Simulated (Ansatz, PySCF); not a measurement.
Stretching the Pb1–H2 bond in ClHPb (SMILES [Cl][PbH]) (multiplicity 1 held, fragments rigid). Energies count from the point at 1.863 Å.
Geometry at that point (charge 0, multiplicity 1):
```xyz
3

Pb    -0.2182    -0.2125     0.2936
H     -1.3777    -0.8869    -0.9989
Cl     1.1333     1.0773    -1.3574
```

U- levels take the lowest unrestricted solution at each point, which mixes spins at long bonds. Active spaces are followed from a long bond inwards. Left out are points that failed, MP2 points in a non-variational dive below the minimum, coupled-cluster points behind a sign of a changed root (a jump of the amplitudes, or a one-step jump against full CI or MRCI), small-basis points behind a change of solution, and semi-empirical points at long bonds. Levels need not reach the same state.

Cores are frozen in the correlated methods. Filled d and f shells under p-block atoms count as core. Rows in LANL2DZ carry no dispersion term and start afresh at each structure. LANL2DZ brings its own core potentials from Na on.

Codes used: Ansatz (a first-principles code); PySCF for LANL2DZ rows. Each number belongs to the level named beside it. In def2 rows elements past Kr take small-core potentials, without spin–orbit coupling.

Energies in kcal/mol.

| R (Å) | R-BP86/LANL2DZ | U-r2SCAN/def2-TZVPP | SC-NEVPT2 on CASSCF(2,2)/def2-TZVPP | FIC-MRCISD+Q on CASSCF(2,2)/def2-TZVPP |
|---|---|---|---|---|
| 1.490 | 22.1 | 24.0 | 26.1 | 25.5 |
| 1.676 | 4.1 | 4.4 | 5.2 | 4.8 |
| 1.863 | 0.0 | 0.0 | 0.0 | 0.0 |
| 2.049 | 3.1 | 3.2 | 2.6 | 3.0 |
| 2.235 | 9.8 | 10.1 | 8.9 | 9.6 |
| 2.515 | 22.3 | 22.7 | 20.4 | 21.7 |
| 2.794 | 34.9 | 35.1 | 31.3 | 33.2 |
| 3.260 | 52.7 | 47.3 | 44.7 | 47.4 |
| 3.725 | 65.8 | 53.4 | 51.7 | 54.8 |
| 4.284 | 76.1 | 57.0 | 54.8 | 58.1 |
| 5.029 | left out | 58.9 | 55.8 | 59.1 |
| 5.961 | left out | 59.3 | 56.0 | 59.3 |

Doubts at one or more of the structures used: a spin-contaminated determinant (U-r2SCAN/def2-TZVPP).
